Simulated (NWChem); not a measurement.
System: CH3FO2Si; SMILES F[SiH]1OCO1

Here is an NWChem input.

```
start job
memory heap 200 mb stack 900 mb global 1100 mb
geometry units angstroms noautosym nocenter noautoz
  F     -0.480192     1.798439     0.000000
  Si     0.444309     0.484654     0.000000
  O     -0.006399    -0.691204    -1.102320
  C     -0.338599    -1.531044     0.000000
  O     -0.006399    -0.691204     1.102320
  H      1.834369     0.969828     0.000000
  H      0.276438    -2.447298     0.000000
  H     -1.412451    -1.787498     0.000000
end
basis spherical
  * library def2-svp
end
dft
  xc pbe0
  iterations 150
end
cosmo
  do_cosmo_smd true
  solvent toluene
end
task dft energy
```

The geometry was optimised at PBE0/def2-SVP. Solvent: toluene.

Level: PBE0/def2-SVP with SMD (1 M gas to 1 M solution), gas-phase geometry. Reactions with the solvent are ignored.

### Question
Predict the main results of this run. (PBE0/def2-SVP, SMD on the gas-phase geometry.) Quantities: solvation free energy (kcal/mol); cavity-dispersion-structure term (kcal/mol); dipole in solution (D).

### Answer
```
Property                                     Value
-------------------------------------------  -----
solvation free energy (kcal/mol)              -2.8
cavity-dispersion-structure term (kcal/mol)   -0.7
dipole in solution (D)                        1.34
```
